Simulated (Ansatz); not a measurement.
Born–Oppenheimer molecular dynamics of CH6AlF3O (12 atoms, charge 0, multiplicity 1). It starts at the highest image of a converged band, a first-order saddle point between two minima.

These are results of RKS PBE/cc-pVDZ in Ansatz, not measurements.

```yaml
ensemble: NVE (velocity Verlet)
time_step: 0.5 fs
steps_asked: 200
starting_velocities_drawn_for: 300 K
seed: 8918
```

First frame:

```xyz
12
Properties=species:S:1:pos:R:3
Al -0.558 -0.855 -0.005
C 0.980 0.097 1.034
F 0.007 -1.928 -1.204
F -1.555 -1.492 1.221
H -0.565 1.087 -1.221
O -1.487 0.536 -0.891
H 0.827 0.699 -0.183
F 0.682 1.347 -1.225
H 0.406 0.499 1.892
H 1.340 -0.929 1.281
H 1.926 0.677 0.978
H -2.003 0.261 -1.675
```

Question: What does the run give?

Answer: All steps were run.

```json
{
 "steps done": "200",
 "time covered": "100 fs",
 "mean temperature over the second half": "258 K",
 "spread of the potential energy over the second half": "3.1 meV per atom",
 "mean potential energy of the second half above the start": "4.6 meV per atom"
}
```

The conserved energy stayed within 0.17 meV per atom of its start (net change 0.049 meV per atom), so the integration is sound. A run of 0.1 ps of so small a system gives no equilibrium averages. The orbitals stay closed-shell, which can raise the energy where a bond breaks towards radicals; this wasn't checked here.

Question: What happens to the structure?

Answer: Between its relaxed ends the band would form Al1–F8, C2–H7 and break Al1–C2, H7–F8. These pairs go: Al1–F8 2.81 → 3.52 Å, C2–H7 1.37 → 2.49 Å, Al1–C2 2.09 → 1.97 Å, H7–F8 1.24 → 0.94 Å. In the last frame they stand as before the step (other bonds may differ from the relaxed reactants and products). It ends as CH5AlF2O + FH. Pairs count as bonded within 1.25 times the sum of covalent radii (0.12 Å more for H–H). The details hang on the random start.

Question: How do temperature and energy run in time?

Answer: 
```tsv
time (fs)	T (K)	potential energy less start (eV)	conserved less start (meV/atom)
0	300	0.000	0.00
8	120	0.234	0.14
16	198	0.133	0.08
24	243	0.074	0.07
32	210	0.117	0.11
40	311	-0.014	0.02
48	254	0.061	0.06
56	267	0.044	0.06
64	258	0.056	0.10
72	257	0.055	0.01
80	258	0.056	0.13
88	230	0.091	0.03
96	293	0.009	0.01
```

Time of the run: 5.6 min on 2 threads of Intel(R) Xeon(R) Platinum 8488C (Sapphire Rapids), on a shared host, peak memory 0.18 GiB.
